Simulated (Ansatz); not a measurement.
`CCC(C)Br` + HCl → `CC(Cl)Br` + ethane  (substitution at a C–C bond)

Isolated molecules relaxed with PBE0-D4/def2-TZVP in Ansatz; ΔE leaves out vibrations. CCSD(T)/CBS adds triple-zeta CCSD(T) − MP2 to the extrapolated MP2 energy (def2 sets, frozen cores). This one scheme is used for every species. Functionals use def2-TZVPP. B3LYP here is the variant with VWN-RPA as its local correlation; programs differ in this. For Br outer-core shells are correlated without core-valence functions, which leaves a few kJ/mol of doubt a bond. Scalar relativity is left out up to krypton. One conformer a species, not always the lowest.

`CCC(C)Br`:

```xyz
14

C    -0.940   -0.481   -1.641
C    -0.661   -0.363   -0.155
C     0.640    0.326    0.197
C     0.949    0.305    1.673
Br    0.602    2.201   -0.412
H    -1.866   -1.033   -1.818
H    -1.038    0.503   -2.102
H    -0.132   -1.012   -2.152
H    -0.606   -1.365    0.289
H    -1.483    0.154    0.351
H     1.464   -0.101   -0.378
H     1.033   -0.734    2.010
H     0.152    0.786    2.245
H     1.886    0.815    1.894
```

HCl:

```xyz
2

Cl   -0.437    0.154    0.440
H     0.437   -0.154   -0.440
```

`CC(Cl)Br`:

Cartesian coordinates in Å:
```
C 0.159 0.816 -0.073
C -0.042 -0.673 -0.062
Cl -1.640 -1.109 -0.688
Br 0.207 -1.386 1.734
H -0.577 1.308 0.563
H 1.159 1.057 0.290
H 0.050 1.189 -1.093
H 0.684 -1.202 -0.672
```

`CC`:

Cartesian coordinates in Å:
```
C 0.617 -0.386 0.217
C -0.617 0.386 -0.217
H 1.531 0.079 -0.159
H 0.696 -0.433 1.306
H 0.595 -1.414 -0.155
H -1.531 -0.079 0.159
H -0.696 0.433 -1.306
H -0.595 1.414 0.155
```

```json
{"level": "B3LYP", "ΔE (kJ/mol)": "27.2"}
{"level": "r2SCANh", "ΔE (kJ/mol)": "35.1"}
{"level": "MP2/def2-SVP", "ΔE (kJ/mol)": "50.1"}
{"level": "SCS-MP2/def2-QZVPP", "ΔE (kJ/mol)": "38.9"}
```

(1) What does CCSD(T)/CBS give? (Best estimate.)

Largest T1 diagnostic among the species: 0.008.

## Answers

(1) Ansatz gave: +42.2 kJ/mol. The listed levels differ from it by -15.0, -7.1, 7.9, -3.3 kJ/mol.

From r2SCAN to r2SCAN0 (25 % exact exchange), in def2-TZVPP and without D4, ΔE moves by +3.7 kJ/mol. Leaving LDA and LC-ωPBE aside and taking each functional with its dispersion term where it has one, the values, not all of them listed here, spread over 11.8 kJ/mol, from BLYP-D4 to PBE-QIDH. LDA lies +13.8 kJ/mol from PBE without D4. In def2-TZVPP, CCSD(T) changes the Hartree–Fock value by +8.2 kJ/mol (the triples alone add −0.6 kJ/mol) and MP2 by +7.6 kJ/mol.
